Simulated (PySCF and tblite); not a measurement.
3 regioisomers of C7H12GeN2:

```json
{"isomer": "A", "SMILES": "[CH3:1][CH:2]([CH3:3])[c:4]1[cH:5][n:6][c:7]([GeH3:8])[cH:9][n:10]1"}
{"isomer": "B", "SMILES": "[CH3:1][CH:2]([CH3:3])[c:4]1[n:5][cH:6][cH:7][n:8][c:9]1[GeH3:10]"}
{"isomer": "C", "SMILES": "[CH3:1][CH:2]([CH3:3])[c:4]1[cH:5][n:6][cH:7][c:8]([GeH3:9])[n:10]1"}
```

Each isomer is a Boltzmann average at 298.15 K over at most 6 conformers: GFN2-xTB geometries, energies PBE0/6-31G* (D3(BJ) added where defined), GIAO shieldings PBE0/6-31G*, GFN2-xTB thermal terms. Programs: PySCF with density fitting and tblite.

What shifts does each isomer give (ppm)?


A: ¹H (against TMS): 8.79 (H9, 1H), 8.69 (H5, 1H), 2.97 (H2, 1H), 1.40 (H1/H3, 6H). ¹³C (against TMS): 155.5 (C4), 149.2 (C7), 144.4 (C9), 139.1 (C5), 35.9 (C2), 24.1 (C1/C3). ¹⁵N (against NH3): 353.8 (N6), 314.4 (N10).

B: ¹H (against TMS): 8.62 (H7, 1H), 8.58 (H6, 1H), 3.15 (H2, 1H), 1.40 (H1/H3, 6H). ¹³C (against TMS): 160.5 (C4), 152.0 (C9), 138.2 (C6), 137.7 (C7), 38.3 (C2), 23.2 (C1/C3). ¹⁵N (against NH3): 356.5 (N8), 311.9 (N5).

C: ¹H (against TMS): 8.70 (H7, 1H), 8.51 (H5, 1H), 3.02 (H2, 1H), 1.42 (H1/H3, 6H). ¹³C (against TMS): 156.9 (C4), 151.4 (C8), 142.8 (C7), 137.2 (C5), 36.0 (C2), 24.0 (C1/C3). ¹⁵N (against NH3): 340.4 (N10), 327.5 (N6). H not on carbon is left out.

Spin–orbit effects of the heavy atoms on shieldings are missing. Unscaled ¹⁵N shifts at such levels can be off by tens of ppm; differences between conformers or isomers are more reliable. Shifts are unscaled: against experiment ¹³C can be off by 15 ppm or more and ¹H by 0.8 ppm. At least one structure keeps an imaginary mode at the tight-binding level.


¹⁵N shifts are against a computed isolated NH3 molecule, about 20 ppm from the liquid.